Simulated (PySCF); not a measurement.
# Peak assignment

Structure with atom numbers: `[F:1][C@H:2]1[CH2:3][O:4][C@@H:5]([O:6][SiH3:7])[O:8][CH2:9]1`. Hydrogens are named by the atom that carries them. Ha(C3), Ha(C9) are cis to F1 on the ring; Hb(C3), Hb(C9) are trans to F1 on the ring.

Method: structure optimised with GFN2-xTB, NMR shieldings at PBE0/pcSseg-1/GIAO, in PySCF (no solvent model, single conformer, relativity neglected, equivalent nuclei averaged).

Referencing at the same level of theory: TMS for $^{13}$C, $^{1}$H.

Task: Assign these signals to the numbered atoms. $^{13}$C{$^{1}$H} NMR (computed): δ 106.8 (CH), 84.6 (CH), 64.0 (CH2).

Result: 
| δ (ppm) | atoms | environment | reason |
| --- | --- | --- | --- |
| 106.8 | C5 | sp3 carbon bearing two oxygens | 3 electronegative neighbours deshield it |
| 84.6 | C2 | sp3 CH bonded to F | pulled downfield by the heteroatom |
| 64.0 | C3/C9 | sp3 CH2 bonded to O | deshielded by the electronegative neighbour |

Task: Assign these signals to the numbered atoms. $^{1}$H NMR (300 MHz, computed): δ 5.66 (s, 1H), 4.89 (s, 3H), 4.84 (m, 1H), 4.24 (m, 2H), 4.09 (m, 2H).

Result: 
5.66 → H(C5), hydrogen on an sp3 carbon bearing two oxygens: its carbon carries O, hence the downfield position
4.89 → H(Si7), hydrogen on a silicon bonded to O
4.84 → H(C2), hydrogen on an sp3 CH bonded to F: its carbon carries F, an electronegative neighbour
4.24 → Ha(C3)/Ha(C9), hydrogen on an sp3 CH2 bonded to O: its carbon carries O, hence the downfield position
4.09 → Hb(C3)/Hb(C9), hydrogen on an sp3 CH2 bonded to O

H(Si7) and H(C2) lie closer than the usual error of such a calculation, so a measured spectrum could show them in the other order.

Splittings by $^{19}$F in the carbon and heteronuclear signals aren't shown, as no couplings were computed. Shifts are as computed. Against solution values, carbons near 30 ppm lie about +3 ppm off and those near 130 ppm about +5 ppm. Of 1309 compounds with measured shifts, 239 miss one by over three times the rms of a fit or turn the order of signals round; such compounds aren't used in these exercises. No couplings were computed; multiplicities are counted from neighbouring protons, with m where these are inequivalent, close in shift, in a saturated or five-membered ring or joined by F or P, and br s for small geminal =CH2 splittings.
